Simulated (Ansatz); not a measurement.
The cluster Pd2O2⁻. Charge -1, multiplicity 2. Geometry r2SCAN-D4/def2-TZVP, that of the neutral singlet; atoms count from 1.

| atom | x (Å) | y (Å) | z (Å) |
| --- | --- | --- | --- |
| Pd1 | 0.9918 | 0.5465 | -0.2848 |
| Pd2 | -0.9919 | -0.5466 | 0.2848 |
| O3 | 0.4356 | -1.2346 | -0.8522 |
| O4 | -0.4356 | 1.2346 | 0.8521 |

In the def2 sets Pd takes a core potential; there is no spin–orbit coupling. The charge -1 doublet is spin-contaminated (final ⟨S²⟩ up to 0.85, 0.75 for a pure state). Another isomer (singlet) lies 0.05 eV lower at PBE0-D4/def2-TZVP.

(1) Estimate the Mulliken populations from the PBE0/def2-TZVPD orbitals of Ansatz.

(2) Where does the spin sit?

(3) And the Mayer bond orders between bonded heavy atoms (over 0.3)?

Answers

(1) 
```tsv
atom	charge (e)	spin (α − β)	d electrons
Pd1	0.56	0.59	8.87
Pd2	0.56	0.23	8.88
O3	-1.06	0.09	–
O4	-1.06	0.09	–
```
Mulliken values and Mayer orders depend strongly on the basis. With diffuse functions, as here, like atoms can get unlike values, and bond orders can come out too low or too high.

(2) Summed by element: Pd 0.83, O 0.17, of 1 unpaired in all. Largest on single atoms: Pd1 0.59, Pd2 0.23, O4 0.09.

(3) Pd1–Pd2 0.39 (2.34 Å); Pd1–O3 0.55 (1.95 Å); Pd1–O4 0.55 (1.95 Å); Pd2–O3 0.55 (1.95 Å); Pd2–O4 0.54 (1.95 Å).
